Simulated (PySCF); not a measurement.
## Solvent effects on NMR parameters

Molfile (atoms numbered from 1):
```
C4H5BF3N
     RDKit          3D

 14 13  0  0  0  0  0  0  0  0999 V2000
   -2.7491   -0.7330    1.2652 B   0  0  0  0  0  0  0  0  0  0  0  0
   -1.5697   -0.1560    0.4860 N   0  0  0  0  0  0  0  0  0  0  0  0
   -0.6803    0.2845   -0.0959 C   0  0  0  0  0  0  0  0  0  0  0  0
    0.4495    0.8451   -0.8272 C   0  0  0  0  0  0  0  0  0  0  0  0
    1.6097   -0.0896   -0.9016 C   0  0  0  0  0  0  0  0  0  0  0  0
    1.3966   -1.2207   -1.5651 F   0  0  0  0  0  0  0  0  0  0  0  0
    2.8051    0.1477   -0.3608 C   0  0  0  0  0  0  0  0  0  0  0  0
    3.8223   -0.6573   -0.4430 F   0  0  0  0  0  0  0  0  0  0  0  0
    3.0761    1.2383    0.3110 F   0  0  0  0  0  0  0  0  0  0  0  0
   -3.3343   -1.4764    0.4904 H   0  0  0  0  0  0  0  0  0  0  0  0
   -2.2603   -1.3209    2.2202 H   0  0  0  0  0  0  0  0  0  0  0  0
   -3.4244    0.2313    1.6001 H   0  0  0  0  0  0  0  0  0  0  0  0
    0.7528    1.7853   -0.3422 H   0  0  0  0  0  0  0  0  0  0  0  0
    0.1045    1.0975   -1.8459 H   0  0  0  0  0  0  0  0  0  0  0  0
  1  2  1  0
  2  3  3  0
  3  4  1  0
  4  5  1  0
  5  6  1  0
  5  7  2  3
  7  8  1  0
  7  9  1  0
  1 10  1  0
  1 11  1  0
  1 12  1  0
  4 13  1  0
  4 14  1  0
M  CHG  2   1  -1   2   1
M  END
```

GIAO PBE0/pcSseg-1 in PySCF 2.14 on one PBE0-D3(BJ)/def2-SVP conformer, non-relativistic, equivalent nuclei averaged. Solvents enter as an IEF-PCM continuum (acetone with ε = 20.5, dimethylsulfoxide with ε = 46.8) around the gas-phase geometry. Shifts are referred to BF3·OEt2, TMS, CFCl3 computed in the same medium.

Gas phase, δ in ppm: B1 -36.7, C7 162.5, C5 124.4, C3 111.2, C4 18.3, F8 -95.5, F9 -116.3, F6 -186.1, H13/H14 3.45, H10/H11/H12 2.21. Dipole moment 6.76 D.

(1) How does each δ change in the continuum?

(2) Which of the listed nuclei move most (in ppm), and what does the model miss? (N and O are left out, as their reference compounds move with the solvent too.)

## Answers

(1) 
```json
{"atoms": "B1", "environment": "boron bonded to N, 3 H", "Δδ, acetone": "+0.6", "Δδ, dimethylsulfoxide": "+0.6"}
{"atoms": "C7", "environment": "fully substituted alkene carbon", "Δδ, acetone": "+1.3", "Δδ, dimethylsulfoxide": "+1.3"}
{"atoms": "C5", "environment": "fully substituted alkene carbon", "Δδ, acetone": "+2.2", "Δδ, dimethylsulfoxide": "+2.3"}
{"atoms": "C3", "environment": "nitrilium-type carbon", "Δδ, acetone": "+9.0", "Δδ, dimethylsulfoxide": "+9.4"}
{"atoms": "C4", "environment": "allylic sp3 CH2", "Δδ, acetone": "+1.1", "Δδ, dimethylsulfoxide": "+1.2"}
{"atoms": "F8", "environment": "vinylic fluorine", "Δδ, acetone": "-1.8", "Δδ, dimethylsulfoxide": "-2.0"}
{"atoms": "F9", "environment": "vinylic fluorine", "Δδ, acetone": "+2.4", "Δδ, dimethylsulfoxide": "+2.5"}
{"atoms": "F6", "environment": "vinylic fluorine", "Δδ, acetone": "-0.6", "Δδ, dimethylsulfoxide": "-0.6"}
{"atoms": "H13/H14", "environment": "hydrogen on an allylic sp3 CH2", "Δδ, acetone": "+0.52", "Δδ, dimethylsulfoxide": "+0.55"}
{"atoms": "H10/H11/H12", "environment": "hydrogen on a boron bonded to N", "Δδ, acetone": "-0.42", "Δδ, dimethylsulfoxide": "-0.44"}
```

Changes are relative to the gas phase. The dipole moment becomes 8.55 D in acetone, 8.62 D in dimethylsulfoxide.

(2) C3 (nitrilium-type carbon, +9.4 ppm) in dimethylsulfoxide. A continuum only polarises the solute; specific hydrogen bonds, the anisotropy of aromatic solvents and changes of geometry or conformer are outside it.
